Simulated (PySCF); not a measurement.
C4H5B.
Atom-mapped SMILES: `[BH2:1][C:2](=[CH2:3])[C:4]#[CH:5]` (hydrogens: H6, H7 on B1; H8, H9 on C3; H10 on C5)

Method used: EOM-IP-CCSD/aug-cc-pVDZ in PySCF, restricted Hartree–Fock reference, 5 core orbitals frozen, non-relativistic, gas phase, PBE0-D3(BJ)/def2-SVP geometry.

Hartree–Fock orbital energies give these Koopmans values (eV): HOMO 9.48, HOMO-1 10.55, HOMO-2 12.75, HOMO-3 13.12, HOMO-4 13.81, HOMO-5 16.17, HOMO-6 17.52, HOMO-7 18.87.

Problem. What vertical ionisation energies does EOM-IP-CCSD give?

Solution. 
```csv
leading hole (HF orbital),Koopmans (eV),EOM-IP-CCSD (eV),change (eV),one-hole share
HOMO,9.48,9.69,+0.21,0.96
HOMO-1,10.55,10.36,-0.19,0.96
HOMO-3,13.12,12.22,-0.90,0.95
HOMO-2,12.75,12.31,-0.44,0.94
HOMO-4,13.81,12.63,-1.18,0.95
HOMO-5,16.17,14.70,-1.47,0.94
HOMO-6,17.52,15.79,-1.73,0.93
HOMO-7,18.87,17.07,-1.80,0.92
```

Problem. Does the order of the lines follow the orbital energies?

Solution. No: the HOMO-3 hole (12.22 eV) falls below the HOMO-2 hole (12.31 eV). The corrections run from -1.80 to +0.21 eV, with a mean of -0.94 eV over the 8 lines; EOM-IP-CCSD lies above the Koopmans value for HOMO. Koopmans values leave out both the relaxation of the orbitals and the change in correlation energy.

Problem. At what kinetic energies would He I light (21.22 eV) eject these electrons?

Solution. 11.53 eV (HOMO), 10.86 eV (HOMO-1), 9.00 eV (HOMO-3), 8.91 eV (HOMO-2), 8.59 eV (HOMO-4), 6.52 eV (HOMO-5), 5.43 eV (HOMO-6), 4.15 eV (HOMO-7).

Lines less than 0.15 eV apart could change places at a higher level. One root was sought for each valence orbital with −ε under 21 eV, eight at most, so deeper holes and satellites are missing; no vibrational structure.
